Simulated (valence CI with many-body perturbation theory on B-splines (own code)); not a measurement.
## Zn XXIV: calculated level list

Computed by valence CI with perturbative core correlation (CI+MBPT): five valence electrons over a frozen Dirac-Fock core [He], radial functions for each j: 11 s, 11 p, 10 d, 8 f, 5 g, 2 h, with the one-electron correlation potential Σ1, the two-electron term Σ2, the three-electron term Σ3, Breit, model QED; selected CI, second order for the rest, scaled by the run's own slope (own B-spline code, finite nucleus).

No measured spectrum was set against this ion. As an estimate, levels of excited configurations hold to 0.05 to 0.15 % of their energy, terms of the ground configuration to about 0.5 %. Among the levels kept, up to 5500 cm⁻¹ of a level comes from second order outside the variational space, and about a tenth of that is noise between levels of different J, which matters for small intervals.

Levels 1 to 45 of 208, with energies above the lowest level, (2s^2 2p1/2^2 2p3/2) J=3/2. "Leading %" is the weight of the configuration and term that name the level; weights of strongly mixed levels are sums over their largest components and can fall short. In the jj column 3d3/2^4 stands for four electrons in 3d with j = 3/2. Lifetimes count E1, E2, E3, M1 and M2 decay at the calculated energies, and are blank where another channel may lead or the interval is too uncertain; long ones can be off by a factor of two.

| No. | Configuration | Term | J | E (Ry) | Leading % | Lifetime | Leading jj |
| --- | --- | --- | --- | --- | --- | --- | --- |
| 1 | 2s²2p³ | ⁴S° | 3/2 | 0.000 | 71 |  | 2s^2 2p1/2^2 2p3/2 (75 %) |
| 2 | 2s²2p³ | ²D° | 3/2 | 1.713 | 65 | 10.2 μs | 2s^2 2p1/2 2p3/2^2 (78 %) |
| 3 | 2s²2p³ | ²D° | 5/2 | 2.317 | 100 | 63.6 μs | 2s^2 2p1/2 2p3/2^2 (100 %) |
| 4 | 2s²2p³ | ²P° | 1/2 | 3.257 | 99 | 5.45 μs | 2s^2 2p1/2 2p3/2^2 (99 %) |
| 5 | 2s²2p³ | ²P° | 3/2 | 4.563 | 65 | 2.27 μs | 2s^2 2p3/2^3 (94 %) |
| 6 | 2s2p⁴ | ⁴P | 5/2 | 8.718 | 94 | 56.7 ps | 2s 2p1/2^2 2p3/2^2 (87 %) |
| 7 | 2s2p⁴ | ⁴P | 3/2 | 9.885 | 94 | 33.7 ps | 2s 2p1/2 2p3/2^3 (70 %) |
| 8 | 2s2p⁴ | ⁴P | 1/2 | 10.121 | 87 | 30.1 ps | 2s 2p1/2^2 2p3/2^2 (54 %) |
| 9 | 2s2p⁴ | ²D | 3/2 | 12.109 | 84 | 14.5 ps | 2s 2p1/2 2p3/2^3 (52 %) |
| 10 | 2s2p⁴ | ²D | 5/2 | 12.505 | 94 | 20.3 ps | 2s 2p1/2 2p3/2^3 (87 %) |
| 11 | 2s2p⁴ | ²S | 1/2 | 13.824 | 58 | 8.38 ps | 2s 2p1/2^2 2p3/2^2 (45 %) |
| 12 | 2s2p⁴ | ²P | 3/2 | 14.394 | 87 | 5.80 ps | 2s 2p1/2 2p3/2^3 (78 %) |
| 13 | 2s2p⁴ | ²P | 1/2 | 16.106 | 66 | 6.30 ps | 2s 2p3/2^4 (68 %) |
| 14 | 2p⁵ | ²P° | 3/2 | 22.348 | 98 | 7.27 ps | 2p1/2^2 2p3/2^3 (98 %) |
| 15 | 2p⁵ | ²P° | 1/2 | 24.216 | 98 | 6.37 ps | 2p1/2 2p3/2^4 (98 %) |
| 16 | 2s²2p²3s | ⁴P | 1/2 | 91.213 | 67 | 309 fs | 2s^2 2p1/2^2 3s (91 %) |
| 17 | 2s²2p²3s | ⁴P | 3/2 | 92.551 | 91 | 387 fs | 2s^2 2p1/2 2p3/2 3s (98 %) |
| 18 | 2s²2p²3s | ²P | 1/2 | 92.851 | 75 | 167 fs | 2s^2 2p1/2 2p3/2 3s (97 %) |
| 19 | 2s²2p²3s | ⁴P | 5/2 | 93.103 | 65 | 333 fs | 2s^2 2p1/2 2p3/2 3s (88 %) |
| 20 | 2s²2p²3s | ²P | 3/2 | 93.379 | 53 | 173 fs | 2s^2 2p1/2 2p3/2 3s (94 %) |
| 21 | 2s²2p²3p | ⁴D° | 1/2 | 93.429 | 49 | 25.9 ps | 2s^2 2p1/2^2 3p1/2 (91 %) |
| 22 | 2s²2p²3p | ⁴D° | 3/2 | 94.164 | 45 | 15.5 ps | 2s^2 2p1/2^2 3p3/2 (82 %) |
| 23 | 2s²2p²3p | ²S° | 1/2 | 94.743 | 37 | 28.1 ps | 2s^2 2p1/2 2p3/2 3p1/2 (93 %) |
| 24 | 2s²2p²3p | ⁴D° | 3/2 | 95.023 | 42 | 20.5 ps | 2s^2 2p1/2 2p3/2 3p1/2 (89 %) |
| 25 | 2s²2p²3s | ²D | 5/2 | 95.060 | 65 | 258 fs | 2s^2 2p3/2^2 3s (87 %) |
| 26 | 2s²2p²3s | ²D | 3/2 | 95.227 | 54 | 186 fs | 2s^2 2p3/2^2 3s (93 %) |
| 27 | 2s²2p²3p | ⁴D° | 5/2 | 95.327 | 82 | 47.6 ps | 2s^2 2p1/2 2p3/2 3p3/2 (56 %) |
| 28 | 2s²2p²3p | ⁴P° | 5/2 | 95.448 | 45 | 14.1 ps | 2s^2 2p1/2 2p3/2 3p1/2 (49 %) |
| 29 | 2s²2p²3p | ⁴P° | 1/2 | 95.501 | 55 | 14.3 ps | 2s^2 2p1/2 2p3/2 3p3/2 (89 %) |
| 30 | 2s²2p²3p | ²D° | 3/2 | 95.699 | 55 | 7.76 ps | 2s^2 2p1/2 2p3/2 3p3/2 (93 %) |
| 31 | 2s²2p²3p | ⁴D° | 7/2 | 95.914 | 67 | 41.4 ps | 2s^2 2p1/2 2p3/2 3p3/2 (86 %) |
| 32 | 2s²2p²3p | ⁴S° | 3/2 | 96.067 | 50 | 1.92 ps | 2s^2 2p1/2 2p3/2 3p1/2 (47 %) |
| 33 | 2s²2p²3p | ²P° | 3/2 | 96.326 | 60 | 8.25 ps | 2s^2 2p1/2 2p3/2 3p3/2 (52 %) |
| 34 | 2s²2p²3p | ²F° | 5/2 | 96.508 | 36 | 10.4 ps | 2s^2 2p1/2 2p3/2 3p3/2 (70 %) |
| 35 | 2s²2p²3s | ²S | 1/2 | 96.531 | 82 | 235 fs | 2s^2 2p3/2^2 3s (91 %) |
| 36 | 2s²2p²3d | ⁴F | 3/2 | 96.677 | 51 | 247 fs | 2s^2 2p1/2^2 3d3/2 (91 %) |
| 37 | 2s²2p²3p | ²P° | 1/2 | 96.873 | 71 | 6.58 ps | 2s^2 2p1/2 2p3/2 3p3/2 (65 %) |
| 38 | 2s²2p²3d | ⁴F | 5/2 | 97.038 | 34 | 84.4 fs | 2s^2 2p1/2^2 3d5/2 (84 %) |
| 39 | 2s2p³3s | ⁶S° | 5/2 | 97.557 | 86 | 5.02 ps | 2s 2p1/2^2 2p3/2 3s (43 %) |
| 40 | 2s²2p²3p | ²D° | 3/2 | 97.729 | 41 | 2.56 ps | 2s^2 2p3/2^2 3p1/2 (73 %) |
| 41 | 2s²2p²3p | ²D° | 5/2 | 97.776 | 47 | 22.5 ps | 2s^2 2p3/2^2 3p3/2 (83 %) |
| 42 | 2s²2p²3p | ²F° | 7/2 | 97.901 | 68 | 20.1 ps | 2s^2 2p3/2^2 3p3/2 (85 %) |
| 43 | 2s²2p²3p | ²D° | 5/2 | 97.979 | 70 | 10.7 ps | 2s^2 2p3/2^2 3p1/2 (78 %) |
| 44 | 2s²2p²3p | ²P° | 1/2 | 98.041 | 84 | 4.05 ps | 2s^2 2p3/2^2 3p3/2 (63 %) |
| 45 | 2s²2p²3d | ²P | 3/2 | 98.073 | 41 | 122 fs | 2s^2 2p1/2 2p3/2 3d3/2 (92 %) |

The ionisation energy to 2s²2p² ³P0 of the next ion comes out as 2213.1 eV (NIST: 2214 ± 8 eV (semi-empirical)). All 208 levels together are meant to be complete up to 111.215 Ry.
